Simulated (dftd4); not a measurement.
hexamethyldisilane (C6H18Si2), singlet, geometry from GFN2-xTB; D4 for pbe0 (dftd4).

dftd4 was given this input:
```
$ dftd4 mol.xyz --func pbe0 --charge 0 --json dftd4.json --noedisp --property

# file mol.xyz
26

C     -1.85250354    -0.75341260    -1.64491509
Si    -1.15751455    -0.19252911     0.04867828
C     -2.11542853     1.38464731     0.55933844
C     -1.59427803    -1.55639574     1.31949060
Si     1.15751455     0.19252911    -0.04867828
C      1.85250354     0.75341260     1.64491509
C      1.59427803     1.55639574    -1.31949060
C      2.11542853    -1.38464731    -0.55933844
H     -1.38122298    -1.67339640    -1.97770833
H     -1.67730056    -0.00252223    -2.40956825
H     -2.92336754    -0.93233716    -1.60300705
H     -3.18676964     1.20960247     0.60524631
H     -1.80050263     1.73611210     1.53735739
H     -1.94720648     2.19230528    -0.14678963
H     -2.66467346    -1.73677739     1.36677783
H     -1.11614133    -2.49769952     1.06540523
H     -1.26551507    -1.28301853     2.31769233
H      2.92336754     0.93233716     1.60300705
H      1.38122298     1.67339640     1.97770833
H      1.67730056     0.00252223     2.40956825
H      1.26551507     1.28301853    -2.31769233
H      1.11614133     2.49769952    -1.06540523
H      2.66467346     1.73677739    -1.36677783
H      1.80050263    -1.73611210    -1.53735739
H      1.94720648    -2.19230528     0.14678963
H      3.18676964    -1.20960247    -0.60524631
```

Question: Write the output that dftd4 gives for this input, abridged.

Answer: 
```
                    ____  _____ _____     ____  _  _
      -------------|  _ \|  ___|_   _|---|  _ \| || |------------
     |             | | | | |_    | | ___ | | | | || |_           |
     |             | |_| |  _|   | ||___|| |_| |__   _|          |
     |             |____/|_|     |_|     |____/   |_|            |
     |             ===================================           |
     |            E. Caldeweyher, S. Ehlert & S. Grimme          |
     |          Mulliken Center for Theoretical Chemistry        |
     |                    University of Bonn                     |
      -----------------------------------------------------------

Rational (Becke-Johnson) damping: pbe0-D4-ATM
---------------------
  s6         1.0000
  s8         1.2007
  s9         1.0000
  a1         0.4009
  a2         5.0293
 alp        16.0000
--------------------

Atomic data, radii in Ångström:
------------------------------------------------------
   Z          R(cov)      r4/r2   hardness         EN
------------------------------------------------------
   6 C        1.0000     1.6431     0.4220     2.5500
  14 Si       1.3867     2.5839     0.3054     1.9000
   1 H        0.4267     1.0622     0.4726     2.2000
------------------------------------------------------

Atomic reference systems (in atomic units):
----------------------------------------------------------------------------
   Z        #      CN     q+Z       C6(AA)   #      CN     q+Z       C6(AA)
----------------------------------------------------------------------------
   6 C      1  0.0000  6.0000      49.3833   2  0.9189  5.8288      52.1688
            3  1.9079  5.8579      35.6972   4  2.8312  5.7775      35.8445
            5  3.7487  5.7435      28.6317   6  2.9183  5.8956      32.2504
            7  0.8556  6.2103      25.6194
  14 Si     1  0.0000 14.0000     321.4498   2  0.8915 14.0165     270.4983
            3  1.8234 13.9936     236.2774   4  2.8003 13.9692     228.3542
            5  3.6668 13.9341     158.2713
   1 H      1  0.0000  1.0000       7.6362   2  0.8942  1.0000       3.0374
----------------------------------------------------------------------------

Atomic properties (in atomic units):
----------------------------------------------------------------------------
     #    Z              CN          q      C6(AA)        C8(AA)   alpha(0)
----------------------------------------------------------------------------
     1    6 C        3.6472    -0.2854     29.8440      863.1399     7.9352
     2   14 Si       3.5467     0.1021    153.7345    10996.1124    23.0543
     3    6 C        3.6472    -0.2854     29.8440      863.1399     7.9352
     4    6 C        3.6472    -0.2854     29.8440      863.1399     7.9352
     5   14 Si       3.5467     0.1021    153.7345    10996.1124    23.0543
     6    6 C        3.6472    -0.2854     29.8440      863.1399     7.9352
     7    6 C        3.6472    -0.2854     29.8440      863.1399     7.9352
     8    6 C        3.6472    -0.2854     29.8440      863.1399     7.9352
     9    1 H        0.9250     0.0834      1.9442       23.5017     2.1805
    10    1 H        0.9250     0.0834      1.9442       23.5017     2.1805
    11    1 H        0.9249     0.0845      1.9328       23.3639     2.1741
    12    1 H        0.9249     0.0845      1.9328       23.3639     2.1741
    13    1 H        0.9250     0.0834      1.9442       23.5017     2.1805
    14    1 H        0.9250     0.0834      1.9442       23.5017     2.1805
    15    1 H        0.9249     0.0845      1.9328       23.3639     2.1741
    16    1 H        0.9250     0.0834      1.9442       23.5017     2.1805
    17    1 H        0.9250     0.0834      1.9442       23.5017     2.1805
    18    1 H        0.9249     0.0845      1.9328       23.3639     2.1741
    19    1 H        0.9250     0.0834      1.9442       23.5017     2.1805
    20    1 H        0.9250     0.0834      1.9442       23.5017     2.1805
    21    1 H        0.9250     0.0834      1.9442       23.5017     2.1805
    22    1 H        0.9250     0.0834      1.9442       23.5017     2.1805
    23    1 H        0.9249     0.0845      1.9328       23.3639     2.1741
    24    1 H        0.9250     0.0834      1.9442       23.5017     2.1805
    25    1 H        0.9250     0.0834      1.9442       23.5017     2.1805
    26    1 H        0.9249     0.0845      1.9328       23.3639     2.1741
----------------------------------------------------------------------------

Molecular properties (in atomic units):
----------------------------------------
 molecular C6                6756.2855
 molecular C8              220969.6545
----------------------------------------

Dispersion energy:      -2.1804685255119E-02 Eh

[Info] JSON dump of results written to 'dftd4.json'
```
